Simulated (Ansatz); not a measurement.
The cluster Zr2Se4, relaxed as a singlet with RKS PBE-D4/def2-SVP in Ansatz, starting from the GFN2-xTB geometry. Force threshold 0.02 eV/Å.

In the def2 sets Zr takes a core potential; there is no spin–orbit coupling. Another isomer (singlet) lies 0.41 eV lower at PBE0-D4/def2-TZVP; other spin states weren't run for this one.

Start:

```xyz
6

Zr    0.393    3.217    0.903
Zr    1.332   -2.903    0.268
Se    0.406    0.095   -0.700
Se   -1.922   -3.016   -1.323
Se    2.198   -0.017    1.258
Se   -2.407    2.624   -0.405
```

```
step   energy (eV)  largest force component (eV/Å)  SCF passes
   1  -263882.2341                           3.766         134
   2  -263885.0277                           4.453          80
   3  -263887.7947                           4.134          58
   4  -263889.8236                           3.795          52
   5  -263891.2129                           2.110          58
   6  -263891.4368                           4.277          51
   7  -263892.1267                           0.645          58
   8  -263892.4266                           0.804          47
   9  -263892.7970                           0.966          46
  10  -263893.1064                           1.027          42
  11  -263893.6374                           1.573          58
  12  -263894.5201                           1.488          37
  13  -263895.3077                           1.249          30
  14  -263895.8773                           0.787          31
  15  -263896.3132                           0.973          31
  16  -263896.6388                           0.802          30
  17  -263896.8479                           0.558          30
  18  -263896.9792                           0.240          30
  19  -263897.0407                           0.137          28
  20  -263897.0708                           0.213          30
  21  -263897.0721                           0.416          29
  22  -263897.0892                           0.042          23
  23  -263897.0901                           0.022          23
  24  -263897.0902                           0.016          24
```

Force components are those of the run's own axes.

End:

```xyz
6

Zr    0.5187    1.7483    0.1829
Zr    0.8895   -1.5803   -0.2691
Se    0.1988    0.2786   -1.8915
Se   -0.6906   -3.3196   -0.3690
Se    0.4842   -0.1978    1.8495
Se   -1.4006    3.0708    0.4971
```

Bonds lost: Se3–Se5 (atoms count from 1). Metal–metal contacts that move far: Zr1–Zr2 6.22 to 3.38 Å.

No frequencies were taken in this run, so the end may be a saddle point.

It took 1.8 min on 4 threads of Arm Neoverse V2 on a shared host.
